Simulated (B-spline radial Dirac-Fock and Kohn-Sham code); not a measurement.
**X-ray form factors of cerium in several charge states**

The computed values come from a radial atomic solver: configuration-average Dirac-Fock orbitals.

Configurations: Ce²⁶⁺ [Ar] 3d10 4s2 4p2; Ce²⁷⁺ [Ar] 3d10 4s2 4p1; Ce²⁸⁺ [Ar] 3d10 4s2; Ce³⁰⁺ [Ar] 3d10; Ce³¹⁺ [Ar] 3d9; Ce³²⁺ [Ar] 3d8. The first column is f₀ of Ce²⁶⁺, the others are differences from it.

| s (Å⁻¹) | Ce²⁶⁺ | Δ Ce²⁷⁺ | Δ Ce²⁸⁺ | Δ Ce³⁰⁺ | Δ Ce³¹⁺ | Δ Ce³²⁺ |
| --- | --- | --- | --- | --- | --- | --- |
| 0 | 32.000 | -1.000 | -2.000 | -4.000 | -5.000 | -6.000 |
| 0.05 | 31.945 | -0.992 | -1.985 | -3.972 | -4.970 | -5.968 |
| 0.1 | 31.780 | -0.970 | -1.941 | -3.888 | -4.881 | -5.874 |
| 0.15 | 31.509 | -0.933 | -1.869 | -3.751 | -4.735 | -5.720 |
| 0.2 | 31.138 | -0.884 | -1.772 | -3.566 | -4.538 | -5.511 |
| 0.25 | 30.674 | -0.824 | -1.653 | -3.339 | -4.296 | -5.254 |
| 0.3 | 30.126 | -0.755 | -1.517 | -3.077 | -4.016 | -4.957 |
| 0.35 | 29.506 | -0.680 | -1.368 | -2.790 | -3.707 | -4.628 |
| 0.4 | 28.824 | -0.600 | -1.210 | -2.484 | -3.378 | -4.276 |
| 0.45 | 28.092 | -0.519 | -1.049 | -2.170 | -3.037 | -3.910 |
| 0.5 | 27.322 | -0.438 | -0.889 | -1.856 | -2.695 | -3.539 |
| 0.6 | 25.708 | -0.287 | -0.587 | -1.257 | -2.033 | -2.817 |
| 0.7 | 24.062 | -0.159 | -0.330 | -0.737 | -1.445 | -2.164 |
| 0.8 | 22.443 | -0.062 | -0.133 | -0.327 | -0.965 | -1.614 |
| 0.9 | 20.893 | +0.004 | 0.000 | -0.040 | -0.605 | -1.185 |
| 1 | 19.433 | +0.039 | +0.074 | +0.132 | -0.363 | -0.873 |
| 1.1 | 18.071 | +0.051 | +0.101 | +0.205 | -0.221 | -0.663 |
| 1.2 | 16.805 | +0.046 | +0.093 | +0.206 | -0.156 | -0.535 |
| 1.4 | 14.538 | +0.012 | +0.028 | +0.088 | -0.162 | -0.426 |
| 1.6 | 12.575 | -0.022 | -0.042 | -0.059 | -0.218 | -0.392 |
